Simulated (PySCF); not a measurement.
BH3OS, SMILES SBO.

The structure is a stationary point at TPSSh-D3(BJ)/def2-TZVP. One conformer was computed; it need not be the lowest.

All values below come from TPSSh-D3(BJ)/def2-TZVP in PySCF.

Frequencies are harmonic and unscaled.

```
mode  ν (cm⁻¹)  IR (km/mol)  Raman (Å⁴/amu)  depolarisation  moving atoms (share of kinetic energy)
----  --------  -----------  --------------  --------------  --------------------------------------
1          351         13.5             3.4            0.29          O 37 %, H 26 %, S 19 %, B 18 %
2          379          1.4             0.5            0.75                                  H 87 %
3          586        113.9             0.7            0.75                  H 66 %, B 17 %, O 15 %
4          675         26.1             5.7            0.19          B 33 %, S 32 %, H 25 %, O 10 %
5          826          2.8             7.6            0.60                          H 81 %, B 16 %
6          873          0.0             0.3            0.75                          H 77 %, B 22 %
7         1024        116.0             1.5            0.60                          H 81 %, O 15 %
8         1159        106.8             4.1            0.22                  H 76 %, B 15 %, O 10 %
9         1338        308.4             1.6            0.22                  B 64 %, O 25 %, H 10 %
10        2656         20.1           224.3            0.24                                  H 95 %
11        2671         82.4             6.9            0.38                                  H 93 %
12        3797         40.0            68.5            0.25                                  H 94 %
```
